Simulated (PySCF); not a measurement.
disilanylformaldehyde (CH6OSi2), SMILES [SiH3][SiH2]C=O. Atoms are numbered in the order given.

```xyz
10

O      2.3327     0.3869    -0.2546
C      1.5865     0.0821     0.6462
Si    -0.0561    -0.8959     0.3129
Si    -1.6412     0.6483    -0.4880
H      1.8191     0.3959     1.7051
H     -0.5312    -1.5240     1.5827
H      0.2212    -1.9462    -0.7067
H     -2.9370    -0.0344    -0.7740
H     -1.1243     1.2787    -1.7362
H     -1.8663     1.7078     0.5391
```

Geometry optimised at B3LYP-D3(BJ)/def2-SVP. The values are those of a single conformer.

The numbers are results of HF/pcSseg-1 (PySCF), not measurements.

GIAO shieldings, no solvent; atoms listed in one row are averaged. δ = σ(ref) − σ: ¹⁷O against H2O (σ = 333.0 ppm); ¹³C against TMS (σ = 192.6 ppm); ²⁹Si against TMS (σ = 393.8 ppm); ¹H against TMS (σ = 31.99 ppm), references at their B3LYP-D3(BJ)/def2-TZVP geometries, non-relativistic.

Computed chemical shifts:
| nucleus | atoms | count | δ (ppm) |
|---|---|---|---|
| ¹⁷O | O1 | 1 | 977.2 |
| ¹³C | C2 | 1 | 240.4 |
| ²⁹Si | Si3 | 1 | -68.3 |
| ²⁹Si | Si4 | 1 | -94.6 |
| ¹H | H5 | 1 | 11.78 |
| ¹H | H6 | 1 | 4.33 |
| ¹H | H7 | 1 | 4.08 |
| ¹H | H8, H9, H10 | 3 | 3.65 |
